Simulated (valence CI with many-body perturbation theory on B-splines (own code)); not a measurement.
# E1 line list for Ga²⁶⁺

Computed by valence CI with perturbative core correlation (CI+MBPT): three valence electrons over a frozen Dirac-Fock core [He], radial functions for each j: 11 s, 11 p, 10 d, 8 f, 5 g, 2 h, with the one-electron correlation potential Σ1, the two-electron term Σ2, the three-electron term Σ3, Breit, model QED; selected CI, second order for the rest, scaled by the run's own slope (own B-spline code, finite nucleus).

No measured spectrum was set against this ion. As an estimate, large intervals hold to a few tenths of a per cent, small ones and those within an open d or f shell to about a per cent.

Lines 51 to 100 of 580 in falling wavelength, among levels below 2201.7 eV, chosen from the strongest by gf and those to the six lowest levels. Wavelengths and rates use the calculated energies. Electric multipoles are in the length gauge, E1 and E2 with the static RPA response of the core. Weak lines are less certain than strong ones. Lines between different terms over intervals too small for the method are left out, as are lines whose strength nearly cancels. Where a level lies close to another of its J and parity, the split of strength between their lines is uncertain. The highest levels of a list are the least certain.

Levels are named by their leading jj configuration (3d3/2^4 stands for four electrons in 3d with j = 3/2), which in mixed levels can hold well under half, so a name can repeat and another be missing. Letters in brackets count levels of one name in rising energy.

```
λ vac (Å)                          Upper                          Lower   A (s⁻¹)  S (a.u.)
    782.2     (2s 2p3/2 4p3/2) J=1/2 [a]        (2s 2p3/2 4s) J=3/2 [a]  9.76e+08  4.61e-01
    775.3     (2s 2p3/2 4p3/2) J=1/2 [b]            (2s 2p3/2 4s) J=1/2  6.80e+08  3.13e-01
    750.4     (2s 2p3/2 4d5/2) J=7/2 [a]         (2s 2p3/2 4p1/2) J=5/2  1.93e+08  3.22e-01
    702.6     (2s 2p3/2 4p3/2) J=5/2 [a]            (2s 2p3/2 4s) J=5/2  3.73e+08  3.83e-01
    554.4  (2p1/2 2p3/2 3d5/2) J=7/2 [a]  (2p1/2 2p3/2 3p3/2) J=5/2 [a]  3.43e+08  2.31e-01
    551.0      (2p1/2 2p3/2 3d5/2) J=9/2      (2p1/2 2p3/2 3p3/2) J=7/2  7.21e+08  5.95e-01
    547.7          (2p3/2^2 3d5/2) J=7/2          (2p3/2^2 3p3/2) J=5/2  5.62e+08  3.64e-01
    540.2         (2s 2p3/2 3d5/2) J=9/2         (2s 2p3/2 3p3/2) J=7/2  6.51e+08  5.06e-01
    532.3          (2p3/2^2 3d5/2) J=9/2          (2p3/2^2 3p3/2) J=7/2  8.07e+08  6.01e-01
    515.9         (2s 2p1/2 3d5/2) J=7/2         (2s 2p1/2 3p3/2) J=5/2  7.27e+08  3.94e-01
    509.0      (2p3/2^2 3d5/2) J=5/2 [b]      (2p3/2^2 3p3/2) J=3/2 [b]  9.00e+08  3.52e-01
    507.3  (2p1/2 2p3/2 3d5/2) J=5/2 [a]  (2p1/2 2p3/2 3p3/2) J=3/2 [a]  6.72e+08  2.60e-01
    505.4  (2p1/2 2p3/2 3d5/2) J=7/2 [a]      (2p1/2 2p3/2 3p1/2) J=5/2  4.48e+08  2.29e-01
    494.1          (2p1/2^2 3d5/2) J=5/2          (2p1/2^2 3p3/2) J=3/2  8.02e+08  2.86e-01
    493.3     (2s 2p3/2 3d5/2) J=7/2 [b]     (2s 2p3/2 3p3/2) J=5/2 [b]  7.50e+08  3.56e-01
    488.0  (2p1/2 2p3/2 3d5/2) J=7/2 [b]  (2p1/2 2p3/2 3p3/2) J=5/2 [b]  9.25e+08  4.24e-01
    486.7          (2p3/2^2 3p3/2) J=5/2             (2p3/2^2 3s) J=3/2  8.18e+08  2.79e-01
    459.6     (2s 2p3/2 3d5/2) J=7/2 [a]         (2s 2p3/2 3p1/2) J=5/2  5.56e+08  2.13e-01
    456.7     (2s 2p3/2 3d5/2) J=5/2 [b]     (2s 2p3/2 3p3/2) J=3/2 [b]  7.61e+08  2.15e-01
    451.5     (2s 2p1/2 3d5/2) J=5/2 [a]     (2s 2p1/2 3p3/2) J=3/2 [a]  7.28e+08  1.98e-01
    450.8      (2p1/2 2p3/2 3d3/2) J=7/2  (2p1/2 2p3/2 3p3/2) J=5/2 [a]  5.08e+08  1.84e-01
    448.3             (2s^2 3d5/2) J=5/2             (2s^2 3p3/2) J=3/2  1.02e+09  2.71e-01
    428.7          (2p3/2^2 3p1/2) J=3/2             (2p3/2^2 3s) J=5/2  1.31e+09  2.04e-01
    428.6  (2p1/2 2p3/2 3d3/2) J=5/2 [a]  (2p1/2 2p3/2 3p1/2) J=3/2 [a]  1.03e+09  2.40e-01
    418.9         (2s 2p1/2 3d3/2) J=5/2         (2s 2p1/2 3p1/2) J=3/2  8.76e+08  1.91e-01
    418.6     (2s 2p1/2 3d5/2) J=5/2 [b]     (2s 2p1/2 3p3/2) J=3/2 [b]  1.18e+09  2.56e-01
    417.9      (2p1/2 2p3/2 3d3/2) J=7/2      (2p1/2 2p3/2 3p1/2) J=5/2  5.67e+08  1.63e-01
    417.0          (2p3/2^2 3d3/2) J=7/2          (2p3/2^2 3p1/2) J=5/2  1.21e+09  3.47e-01
    416.6      (2p1/2 2p3/2 3p1/2) J=5/2     (2p1/2 2p3/2 3s) J=3/2 [a]  8.56e+08  1.83e-01
    415.4     (2s 2p3/2 3d5/2) J=5/2 [a]     (2s 2p3/2 3p3/2) J=3/2 [a]  8.06e+08  1.71e-01
    410.2  (2p1/2 2p3/2 3d5/2) J=5/2 [b]  (2p1/2 2p3/2 3p3/2) J=3/2 [b]  1.36e+09  2.78e-01
    402.3      (2p1/2 2p3/2 3p3/2) J=7/2         (2p1/2 2p3/2 3s) J=5/2  2.30e+09  5.92e-01
    400.9          (2p1/2^2 3d3/2) J=3/2          (2p1/2^2 3p1/2) J=1/2  1.45e+09  1.85e-01
    400.3     (2s 2p3/2 3d3/2) J=5/2 [b]     (2s 2p3/2 3p1/2) J=3/2 [b]  1.01e+09  1.93e-01
    395.7          (2p3/2^2 3p3/2) J=7/2             (2p3/2^2 3s) J=5/2  2.35e+09  5.74e-01
    394.9         (2s 2p3/2 3d3/2) J=7/2     (2s 2p3/2 3p3/2) J=5/2 [a]  1.31e+09  3.18e-01
    394.5      (2p3/2^2 3d3/2) J=3/2 [b]          (2p3/2^2 3p1/2) J=1/2  1.62e+09  1.97e-01
    392.4          (2p3/2^2 3p1/2) J=5/2             (2p3/2^2 3s) J=5/2  1.63e+09  2.92e-01
    388.3  (2p1/2 2p3/2 3p3/2) J=5/2 [a]     (2p1/2 2p3/2 3s) J=3/2 [a]  1.29e+09  2.24e-01
    387.7          (2p1/2^2 3p3/2) J=3/2             (2p1/2^2 3s) J=1/2  1.51e+09  1.73e-01
    369.7  (2p1/2 2p3/2 3p3/2) J=5/2 [b]     (2p1/2 2p3/2 3s) J=3/2 [b]  2.02e+09  3.03e-01
    367.1         (2s 2p3/2 3p1/2) J=5/2            (2s 2p3/2 3s) J=5/2  1.76e+09  2.59e-01
    366.2             (2s^2 3d3/2) J=3/2             (2s^2 3p1/2) J=1/2  1.50e+09  1.46e-01
    365.1     (2s 2p3/2 3p3/2) J=5/2 [a]        (2s 2p3/2 3s) J=3/2 [a]  1.70e+09  2.45e-01
    361.9         (2s 2p3/2 3p3/2) J=7/2            (2s 2p3/2 3s) J=5/2  2.65e+09  4.97e-01
    360.6  (2p1/2 2p3/2 3p1/2) J=3/2 [b]         (2p1/2 2p3/2 3s) J=5/2  2.59e+09  2.39e-01
    357.3     (2s 2p3/2 3p3/2) J=5/2 [b]        (2s 2p3/2 3s) J=3/2 [b]  1.35e+09  1.83e-01
    343.6         (2s 2p1/2 3p3/2) J=5/2            (2s 2p1/2 3s) J=3/2  3.08e+09  3.70e-01
    338.1             (2s^2 3p3/2) J=3/2                (2s^2 3s) J=1/2  2.88e+09  2.20e-01
    334.9     (2s 2p3/2 3p3/2) J=3/2 [b]            (2s 2p3/2 3s) J=1/2  1.85e+09  1.37e-01
```
